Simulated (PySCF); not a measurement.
# Nuclear quadrupole coupling in `C=C/C=C\c1cnsn1`

Species: C₆H₆N₂S.
Numbering: `[CH2:1]=[CH:2]/[CH:3]=[CH:4]\[c:5]1[cH:6][n:7][s:8][n:9]1` (hydrogens: H10, H11 on C1; H12 on C2; H13 on C3; H14 on C4; H15 on C6)

Geometry (GFN2-xTB, Å), atoms numbered from 1 in this order:
```xyz
15
C6H6N2S angstrom
C     -2.6879   -0.8613    1.1746
C     -1.4754   -0.5984    0.6894
C     -1.1282    0.6765    0.1211
C      0.0692    1.0199   -0.3872
C      1.2520    0.2050   -0.4786
C      2.4803    0.6619   -1.0403
N      3.4304   -0.2352   -1.0259
S      2.8513   -1.5976   -0.3510
N      1.3575   -1.0505   -0.0642
H     -2.9367   -1.8198    1.5963
H     -3.4751   -0.1236    1.1662
H     -0.6955   -1.3454    0.7038
H     -1.9156    1.4206    0.1094
H      0.2005    2.0181   -0.7852
H      2.6688    1.6376   -1.4503
```

Field gradients from the PBE0/pcSseg-1 density (PySCF, non-relativistic), principal values in atomic units, ordered |Vxx| ≤ |Vyy| ≤ |Vzz|:

| atom | Vxx | Vyy | Vzz |
| --- | --- | --- | --- |
| N7 | 0.4990 | 0.5112 | -1.0102 |
| S8 | -0.6833 | -1.8080 | 2.4913 |
| N9 | 0.3685 | 0.5518 | -0.9203 |

**Question.** Find the asymmetry η = (Vxx − Vyy)/Vzz and the couplings χ = eQV/h (234.96 MHz × Q in barn × V in au), with Q(14N) = 0.02044 b, Q(33S) = −0.0678 b.

**Answer.** 
```csv
atom,environment,nucleus,η,χzz (MHz),χxx (MHz),χyy (MHz)
N7,pyridine-type nitrogen,14N,0.01,-4.852,2.397,2.455
S8,ring sulfur,33S,0.45,-39.69,10.89,28.80
N9,pyridine-type nitrogen,14N,0.20,-4.420,1.770,2.650
```

The gradient is axial or nearly so (η below 0.05) at N7. The tensor is traceless: Vxx + Vyy + Vzz = 0.

**Question.** What is Vzz at S8 in SI units (1 au = 9.71736 × 10²¹ V/m²)?

**Answer.** 2.4913 au = 24.209 × 10²¹ V/m².

Were the hydrogens deuterons (Q(2H) = 0.00286 b), χzz would run from 208 kHz (H12) to 227 kHz (H10).

Geometry: GFN2-xTB, one conformer, isolated molecule. GFN2-xTB bond lengths can be off by several hundredths of an ångström, more for odd bonds, and the gradients follow them. The basis is small and wasn't made for field gradients, so the couplings can be 20 % off.
